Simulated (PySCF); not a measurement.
A small calculation by hand: oscillator strength and radiative lifetime

Si(H)2(Cl)(NMe2) (C2H8ClNSi), SMILES N([SiH2]Cl)(C)C.

Geometry optimised at ωB97X-D3(BJ)/def2-SVP. The values are those of a single conformer.

TDA-PBE0/def2-SVPD (PySCF) puts the first singlet state with f over 0.02 at 6.44 eV (vertical), with the transition dipole (-0.769, 0.310, 0.000) in atomic units.

Q: Find the oscillator strength, the wavelength and the radiative lifetime that this transition would have in vacuum if emission retraced absorption.

A: 
|μ|² = 0.6875 au, so |μ| = 2.11 D. ΔE = 6.44/27.211 = 0.2367 hartree. f = (2/3) ΔE |μ|² = 0.108 (the program prints 0.109).
λ = 1239.84/6.44 = 193 nm; ν = 51942 cm⁻¹.
Einstein's coefficient A = 0.6670 ν² f s⁻¹ (ν in cm⁻¹) = 2.0e8 s⁻¹, so τ = 1/A = 5.1 ns. This state is S2; the lower singlet has f = 0.003. The figure is the radiative limit of this one transition; relaxation, internal conversion, crossing to triplets and a medium change what is measured.
